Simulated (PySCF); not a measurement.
Molecule: phenylhydrazine, C6H8N2.

Cartesian coordinates in Å; atom numbers follow the order of the lines, from 1:
```xyz
16

N    -2.758   -0.670   -0.229
N    -1.898    0.391   -0.067
C    -0.529    0.262    0.000
C     0.089   -0.990    0.156
C     1.476   -1.085    0.244
C     2.279    0.051    0.180
C     1.668    1.298    0.024
C     0.287    1.408   -0.066
H    -2.816   -1.220    0.626
H    -2.452   -1.290   -0.983
H    -2.269    1.283   -0.366
H    -0.523   -1.892    0.213
H     1.933   -2.070    0.367
H     3.365   -0.031    0.248
H     2.279    2.203   -0.031
H    -0.179    2.390   -0.188
```

Geometry PBE0-D3(BJ)/def2-SVP throughout; GIAO in PySCF, gas phase, one conformer, non-relativistic; equivalent atoms averaged; basis pcSseg-1.

For orientation, wB97X-D gives these shifts δ (against NH3, TMS at the same level): N1 65.2, C3 156.8, C5/C7 137.0, C6 122.7, C4/C8 112.2, H14 6.76, H12/H16 6.42, H11 4.36, H9/H10 2.53 ppm.

A run gave: N1 69.7, C3 159.9, C5/C7 139.6, C6 124.9, C4/C8 114.3, H14 6.71, H12/H16 6.36, H11 4.33, H9/H10 2.52 ppm (shifts δ (against NH3, TMS at the same level)).

**Question.** Which functional was used in that run?
A. BLYP
B. CAM-B3LYP
C. PBE0
D. HF

**Answer.** B. C6 tells them apart best: CAM-B3LYP gives 124.9, PBE0 gives 121.8, BLYP gives 120.4, HF gives 121.3 ppm.
